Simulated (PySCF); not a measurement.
## C3H12GeSi: core ionisation energies

Ge(SiH3)Me3, C3H12GeSi.
Structure used (PBE0-D3(BJ)/def2-SVP), in Å, numbered top down from 1:
```xyz
17
C3H12GeSi angstrom
Ge    -0.0006    0.0013   -0.1139
Si    -0.0136   -0.0250    2.2752
H      0.7087    1.1643    2.8308
H      0.6518   -1.2569    2.8087
H     -1.4146    0.0032    2.8056
C      1.8464    0.0166   -0.7703
H      1.8517    0.0171   -1.8714
H      2.3926   -0.8729   -0.4232
H      2.3822    0.9115   -0.4212
C     -0.9284    1.6035   -0.7608
H     -0.9182    1.6266   -1.8614
H     -0.4379    2.5156   -0.3900
H     -1.9756    1.6117   -0.4240
C     -0.9095   -1.5943   -0.8016
H     -1.9517   -1.6333   -0.4522
H     -0.3981   -2.5090   -0.4673
H     -0.9139   -1.5805   -1.9025
```

Method used: delta-SCF UKS SCAN, pcX-2 on the ionised atom, pcseg-1 elsewhere, spin-free X2C (PySCF 2.14.0). Each binding energy is the total energy of the core-ionised species, with the hole localised on one atom, minus that of the ground state; both are solved self-consistently, so orbital relaxation is included.

Problem. What binding energy does each computed site have?

Solution. 
```
   atom(s)   bonded to     level  binding energy (eV)  2p1/2 (eV)  count
       Si2  3 H and Ge  Si 2p3/2               106.08      106.71      1
C6/C10/C14  3 H and Ge      C 1s               289.91           –      3
       Si2  3 H and Ge     Si 1s              1845.80           –      1
```

Problem. Which photon energy gives electrons from Si 2p3/2 of Si2 a kinetic energy of 20 eV, and what is their de Broglie wavelength?

Solution. hν = 106.08 + 20 = 126.08 eV, recoil neglected; λ = 12.264 Å/√(E/eV) = 2.74 Å.

The first atom of each set that the bonding makes equivalent was ionised and stands for the set. The 2p values add to the ΔSCF energy of one spin-free hole a correction within the shell (spin–orbit coupling, ligand field). 2p1/2 minus 2p3/2 (ligand field included): Si 0.62 eV. No level of germanium is listed. Isolated species at its PBE0-D3(BJ)/def2-SVP geometry, gas phase.
